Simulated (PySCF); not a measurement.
A structure optimised at PBE-D3(BJ)/def2-SVP, used in a PySCF frequency run:

```xyz
8

Ta     0.0029     0.0127     0.0000
N      1.7793    -0.1237     0.0000
H      2.7993    -0.1418     0.0000
F     -0.4789     1.8610     0.0000
O     -0.6719    -0.8761     1.5631
H     -0.2024    -1.3258     2.2852
O     -0.6719    -0.8761    -1.5631
H     -0.2024    -1.3258    -2.2852
```

Write its SMILES, formula and point group.

[NH]=[Ta]([OH])([OH])[F], FH3NO2Ta, Cs

What are its rotational constants (standard atomic weights)?

3.1632, 3.0598, 2.7645 GHz
